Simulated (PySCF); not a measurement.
Delta-SCF ions had no search for a lower state. Excitations are Tamm–Dancoff values on a coarser integration grid. The basis has no diffuse functions, so Rydberg states are missing or too high.

Z-matrix (Å, degrees):
```
Sn
H 1 1.7346
C 1 2.1859 2 109.92
H 3 1.1020 1 107.76 2 -57.15
H 3 1.1021 4 106.55 1 -115.43
C 3 1.5302 4 111.10 5 -121.14
H 6 1.1030 3 111.75 4 -60.84
H 6 1.1030 7 106.99 3 122.62
H 6 1.1041 7 107.01 8 114.42
C 1 2.1861 2 109.90 3 118.83
H 10 1.1021 1 107.83 2 55.31
H 10 1.1027 11 106.55 1 -114.26
C 10 1.5301 11 111.14 12 -120.97
H 13 1.1028 10 111.78 11 -61.00
H 13 1.1029 14 107.04 10 122.63
H 13 1.1041 14 107.07 15 114.52
C 1 2.1861 2 109.91 10 122.36
H 17 1.1021 1 107.84 2 -55.18
H 17 1.1027 18 106.55 1 114.26
C 17 1.5300 18 111.14 19 120.97
H 20 1.1028 17 111.78 18 61.00
H 20 1.1028 21 107.04 17 -122.63
H 20 1.1041 21 107.07 22 -114.52
```
Charge 0, multiplicity 1.

Q: What is the computed HOMO–LUMO gap, vertical ionisation energy (Delta-SCF), T1 excitation (TDA), LUMO and S1–T1 gap (TDA) (PySCF with ωB97X-D3(BJ)/def2-TZVP // B3LYP-D3(BJ)/def2-SVP)?

A: 
```
Quantity                                  Result
--------------------------------------  --------
HOMO–LUMO gap                           11.81 eV
vertical ionisation energy (Delta-SCF)   9.14 eV
T1 excitation (TDA)                      6.49 eV
LUMO                                     2.33 eV
S1–T1 gap (TDA)                          0.83 eV
```
